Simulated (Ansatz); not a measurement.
A run for Ansatz (a program for electronic structure): R-B2PLYP/def2-TZVPPD on CH8Sn (a complex). Elements past Kr take the def2 small-core potentials; no spin–orbit coupling. Files ending in .json are basis or fitting sets from the Basis Set Exchange. The run froze 10 orbitals, filled d shells among them.

Ansatz 0.2 input:
```yaml
crystal:
  periodic: [false, false, false]
  atoms:
    - {symbol: Sn, position_ang: [0.13356854, 0.15212734, -0.08765055]}
    - {symbol: H, position_ang: [-1.29136275, 0.93228077, 0.43939690]}
    - {symbol: H, position_ang: [0.07293431, -1.50056001, 0.33887985]}
    - {symbol: H, position_ang: [0.26165590, 0.29418080, -1.78656392]}
    - {symbol: H, position_ang: [1.49185619, 0.88353472, 0.64500917]}
    - {symbol: C, position_ang: [-0.13230039, -0.15104245, 3.79039322]}
    - {symbol: H, position_ang: [0.84418166, 0.26132314, 3.53989616]}
    - {symbol: H, position_ang: [-0.21864901, -0.24695871, 4.87178049]}
    - {symbol: H, position_ang: [-0.91310926, 0.51319526, 3.42231734]}
    - {symbol: H, position_ang: [-0.24201324, -1.13205767, 3.33001444]}
basis:
  gaussian:
    orbitals: def2-TZVPPD.json
hamiltonian:
  xc: {name: B2PLYP}
magnetization: {spin_polarized: false}
correlation: {electrons: outside_noble_gas}
scf: {lower_state_search: off}
```

It printed:

```
WARN ansatz: RAYON_NUM_THREADS=1 ignored (pool sized by the plan → 1); use --threads N
Functional definition: B2PLYP
these checks for a lower state are left out or cut short: stability, starts, cluster_reference, orbital_swaps, neighbouring_geometries, increment
integrals: 0.46 GiB planned
1424 factors; integrals over basis functions are off by at most 1.3e-3 eV
mean field: 1.02 GiB planned
mean field evaluation 1: about -6983.8049 eV, gradient 3.6e1 eV
mean field evaluation 2: about -6983.8210 eV, gradient 3.6e1 eV
mean field evaluation 4: about -6986.7326 eV, gradient 9.5e-1 eV
mean field evaluation 8: about -6986.7362 eV, gradient 5.0e-3 eV
mean field -6986.73618259 eV, -256.7578189302 hartree, gradient 5.6e-6 eV, S^2 0.000000; 0 other end points of the search recorded, 0 dependent functions left out
10 core orbitals not correlated
reference -6986.73637659 eV, -256.7578260596 hartree; 8, 8 occupied and 211, 211 virtual orbitals, 1424 factors
second order -10.87031880 eV of doubles, -0.00000000 eV of singles
Total energy: -6989.67136266 eV, -256.8656848085 hartree
Checks for a lower state left out: stability, starts, cluster_reference, orbital_swaps, neighbouring_geometries, increment
```

Self-consistency was reached.

Cost: very roughly 9 core-seconds.
